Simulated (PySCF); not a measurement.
# How exact exchange moves a shielding

Molecule: SMILES CB(C)[SiH2]N, C2H10BNSi.

Numbering as in the mapped SMILES `[CH3:1][B:2]([CH3:3])[SiH2:4][NH2:5]`. Each H is labelled by its parent atom.

GIAO shieldings (ppm, equivalent atoms averaged) in PySCF 2.14.0 with density-fitted response routines on the PBE0-D3(BJ)/def2-SVP geometry, basis pcSseg-1, gas phase, non-relativistic:

```tsv
functional	exact exchange (%)	σ(C1/C3)	σ(B2)	σ(Si4)
BLYP	0	153.2	-16.1	381.7
BP86	0	156.7	-11.8	390.0
PBE	0	156.8	-13.9	390.8
B3LYP	20	157.8	-10.8	394.2
PBE0	25	162.2	-7.1	406.0
BHandHLYP	50	163.6	-2.6	412.4
HF	100	172.2	14.2	444.6
```

(1) Fit each shielding as a line in the percentage of exact exchange.

(2) What does the line predict for mPW1PW91 (25 %), and what does the run give?

Answers

(1) σ(C1/C3) = 155.7 + 0.17 x (rms 1.5 ppm); σ(B2) = -14.6 + 0.28 x (rms 1.6 ppm); σ(Si4) = 387.1 + 0.56 x (rms 3.8 ppm). The functionals also differ in their semilocal parts, which the line can't hold; Hartree–Fock has no correlation at all.

(2) σ(C1/C3): 159.9 predicted, 161.6 computed; σ(B2): -7.6 predicted, -6.2 computed; σ(Si4): 401.1 predicted, 404.3 computed ppm.
